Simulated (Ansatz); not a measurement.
Isolated molecules relaxed with PBE0-D4/def2-TZVP in Ansatz; ΔE leaves out vibrations. CCSD(T)/CBS adds triple-zeta CCSD(T) − MP2 to the extrapolated MP2 energy (def2 sets, frozen cores). DFT in def2-TZVPP. For Ge outer-core shells are correlated without core-valence functions, which leaves a few kJ/mol of doubt a bond. Scalar relativity is left out up to krypton. Each species was taken in one conformer, which may not be the lowest.

Consider the isomerisation: `[GeH3][CH]1O[SiH2]O1` → `[OH][GeH]1[CH2]O[SiH2]1`.

| level | ΔE (kJ/mol) |
| --- | --- |
| r2SCAN-D4 | -10.2 |
| ωB97X-V | -3.5 |
| ωB97M-V | -4.6 |
| MP2/def2-TZVPP | -7.5 |
| CCSD/def2-TZVPP | -2.8 |
| HF/def2-QZVPP | 12.9 |
| MP2/CBS(def2) | -11.9 |
| CCSD/CBS(def2) | -7.2 |

Task: What does CCSD(T)/CBS give? (Estimate.)

Result: Computed: -9.7 kJ/mol. The listed levels differ from it by -0.5, 6.2, 5.1, 2.2, 6.9, 22.6, -2.2, 2.5 kJ/mol.

Largest T1 diagnostic among the species: 0.013.

From PBE to PBE0 (25 % exact exchange), in def2-TZVPP and without D4, ΔE moves by +6.7 kJ/mol. In def2-TZVPP, CCSD(T) changes the Hartree–Fock value by −17.2 kJ/mol (the triples alone add −2.4 kJ/mol) and MP2 by −19.5 kJ/mol.
